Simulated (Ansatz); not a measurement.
One change: `CC([SiH3])[SiH3]` becomes `CC([SiH3])BCl`.

Ansatz, PBE0-D4/def2-TZVP geometries, multiplicity 1. Each molecule was computed in one conformer, which needn't be the lowest.

```json
{"property": "HOMO energy (PBE/def2-TZVPP) / eV", "`CC([SiH3])[SiH3]`": "-7.09"}
{"property": "size of the dipole moment (ωB97M-V/def2-TZVPP) / D", "`CC([SiH3])[SiH3]`": "0.95"}
{"property": "size of the dipole moment (PBE/def2-TZVPP) / D", "`CC([SiH3])[SiH3]`": "0.99"}
{"property": "HOMO–LUMO gap (PBE0/def2-TZVPP) / eV", "`CC([SiH3])[SiH3]`": "8.59"}
{"property": "LUMO energy (B3LYP/def2-TZVPP) / eV", "`CC([SiH3])[SiH3]`": "0.08"}
{"property": "HOMO–LUMO gap (B3LYP/def2-TZVPP) / eV", "`CC([SiH3])[SiH3]`": "8.18"}
```

(1) What does the change do to each property? (Best estimate.)

Results:

(1) Ansatz gave: 
| property | `CC([SiH3])BCl` | shift |
| --- | --- | --- |
| HOMO energy (PBE/def2-TZVPP) / eV | -6.89 | 0.20 |
| size of the dipole moment (ωB97M-V/def2-TZVPP) / D | 1.51 | 0.56 |
| size of the dipole moment (PBE/def2-TZVPP) / D | 1.50 | 0.51 |
| HOMO–LUMO gap (PBE0/def2-TZVPP) / eV | 6.85 | -1.74 |
| LUMO energy (B3LYP/def2-TZVPP) / eV | -1.53 | -1.61 |
| HOMO–LUMO gap (B3LYP/def2-TZVPP) / eV | 6.45 | -1.73 |

With PBE0 the HOMO rises by 0.10 eV and the LUMO falls by 1.64 eV, so the gap narrows by about 1.74 eV. PBE moves the HOMO by 0.20 eV and ωB97M-V by 0.06 eV. Dipoles are sizes alone; their direction can turn.

Positive LUMOs are unbound, so they and the gaps depend on the basis.

B3LYP here is the variant with VWN-RPA as its local correlation; programs differ in this.
